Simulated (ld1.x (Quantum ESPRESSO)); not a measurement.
## Which change was made? (Zn, PAW)

- Element: Zn
- Generator: ld1.x (Quantum ESPRESSO) 7.5
- Type: PAW
- Functional: PBEsol
- Relativity: scalar-relativistic
- Frozen core: [Ne]
- Valence charge: 20
- Reference configuration: 3s2 3p6 3d10 4s1.5 4p0 (charge +0.5)
- Partial waves: 3s (bound): rcut 0.90, rcutus 1.10 bohr; 4s (bound): rcut 0.90, rcutus 1.10 bohr; 3p (bound): rcut 1.00, rcutus 1.10 bohr; 4p (bound, empty): rcut 1.00, rcutus 1.10 bohr; 3d (bound): rcut 1.15, rcutus 1.45 bohr; 3d channel at 0.3 Ry: rcut 1.15, rcutus 1.45 bohr
- Local potential: all-electron potential smoothed inside 1.45 bohr (lloc = -1)
- Core correction: Bessel-smoothed model core inside 0.55 bohr
- Augmentation charge: GAUSS, radius 0.70 bohr

Cutoffs, loose and tight: the cutoffs (Ry, on a coarse ladder) from which the occupation-weighted sum of valence levels, in a spherical-Bessel basis at the reference potential, stays within 10 and 1 mRy of its value at 400 Ry. They do not see the model core or the augmentation charge, which bear on the density cutoff. Test errors are all-electron minus pseudo excitation energies from the reference, over the configurations 3s2 3p6 3d10 4s2 4p0; 3s2 3p6 3d10 4s1 4p0; 3s2 3p6 3d10 4s0 4p0; 3s2 3p6 3d9 4s2 4p0; 3s1 3p6 3d10 4s2 4p0; 3s2 3p6 3d8 4s0 4p0; 3s2 3p6 3d9 4s0 4p0; variants that change the core or the reference have their own tests. The largest error is taken over the tests solved by every variant that gives reliable tests at all, those not shown here included: 3s1 3p6 3d10 4s2 4p0; 3s2 3p6 3d10 4s0 4p0; 3s2 3p6 3d10 4s1 4p0; 3s2 3p6 3d10 4s2 4p0; 3s2 3p6 3d9 4s2 4p0.

The base gives: outcome: generated; cutoff, loose: 90 Ry; cutoff, tight: 160 Ry; bound ghosts: none; largest test error (meV): -44.

**Question.** After one change the result is: outcome: generated; cutoff, loose: 90 Ry; cutoff, tight: 140 Ry; bound ghosts: none; largest test error (meV): +61. Which change was it?
A. local potential all-electron potential smoothed inside 1.35 bohr (lloc = -1)
B. local potential all-electron potential smoothed inside 1.30 bohr (lloc = -1)
C. waves 3s (bound): rcut 0.90, rcutus 0.98 bohr; 4s (bound): rcut 0.90, rcutus 0.98 bohr
D. augmentation PSQ, radius 0.95 bohr
E. all radii but the core radius scaled by about 0.88 (s 0.96, p 0.96, d 1.28 bohr, rcut 0.80/0.88/1.00); local potential all-electron potential smoothed inside 1.28 bohr (lloc = -1); augmentation GAUSS, radius 0.62 bohr

**Answer.** B. The others give: augmentation PSQ, radius 0.95 bohr → outcome: generated; cutoff, loose: 90 Ry; cutoff, tight: 160 Ry; bound ghosts: none; largest test error (meV): -38 | waves 3s (bound): rcut 0.90, rcutus 0.98 bohr; 4s (bound): rcut 0.90, rcutus 0.98 bohr → outcome: generated; cutoff, loose: 90 Ry; cutoff, tight: 160 Ry; bound ghosts: none; largest test error (meV): -45 | all radii but the core radius scaled by about 0.88 (s 0.96, p 0.96, d 1.28 bohr, rcut 0.80/0.88/1.00); local potential all-electron potential smoothed inside 1.28 bohr (lloc = -1); augmentation GAUSS, radius 0.62 bohr → outcome: generated; cutoff, loose: 110 Ry; cutoff, tight: 200 Ry; bound ghosts: none; largest test error (meV): -22 | local potential all-electron potential smoothed inside 1.35 bohr (lloc = -1) → outcome: generated; cutoff, loose: 90 Ry; cutoff, tight: 160 Ry; bound ghosts: none; largest test error (meV): -44.
